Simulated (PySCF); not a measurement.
Computed IR spectrum (relative IR intensity) of a molecule C4H7BFN. The structure is a stationary point at PBE-D3(BJ)/def2-SVP. The values are those of a single conformer. Calculation: PySCF with PBE-D3(BJ)/def2-SVP. Frequencies are harmonic and unscaled.

ν (cm⁻¹): 91 (w), 139 (w), 173 (w), 348 (w), 483 (vw), 566 (s), 591 (w), 664 (s), 808 (vw), 849 (m), 920 (w), 934 (w), 1004 (vs), 1025 (s), 1057 (vw), 1129 (m), 1193 (m), 1253 (s), 1309 (w), 1335 (m), 1381 (m), 1393 (w), 1462 (vs), 1572 (s), 2927 (vs), 2959 (m), 2968 (m), 3107 (w), 3136 (m), 3572 (s) (against the strongest line: vs over 80 %, s over 45 %, m over 15 %, w over 4 %, vw less)

Problem. Which molecule gave these data?
A. CB1NC/C1=C/F
B. C#CCNB(C)F
C. FCB1C=CCN1
D. C#CCB(N)CF

Solution. C, FCB1C=CCN1
